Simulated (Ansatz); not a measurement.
Reaction (isomerisation): `C=C(F)C=C(F)F` → `FC1C=CC1(F)F`

Isolated molecules relaxed with PBE0-D4/def2-TZVP in Ansatz; ΔE leaves out vibrations. CCSD(T)/CBS adds triple-zeta CCSD(T) − MP2 to the extrapolated MP2 energy (def2 sets, frozen cores). Functionals use def2-TZVPP. Each species was taken in one conformer, which may not be the lowest.

```tsv
level	ΔE (kJ/mol)
ωB97M-V	17.0
B2PLYP	31.9
LC-ωPBE	3.2
HF/def2-QZVPP	21.9
```

Question: What does CCSD(T)/CBS give? (An estimate is asked.)

Answer: Computed: +13.6 kJ/mol. The listed levels differ from it by 3.4, 18.3, -10.4, 8.3 kJ/mol.

Question: What do rigid-rotor, harmonic-oscillator terms from PBE0-D4/def2-TZVP frequencies (298.15 K, 1 bar) make of the CCSD(T)/CBS value? (Best estimate.)

Answer: The calculation gave: ΔZPE = +3.1 kJ/mol, ΔH = +14.8 kJ/mol, ΔS = -19 J/(mol·K), ΔG = +20.3 kJ/mol.

Largest T1 diagnostic among the species: 0.013.

From r2SCAN to r2SCAN0 (25 % exact exchange), in def2-TZVPP and without D4, ΔE moves by −12.5 kJ/mol. At CCSD(T), def2-SVP lies +12.2 kJ/mol from the extrapolated value and def2-TZVPP +4.7 kJ/mol.
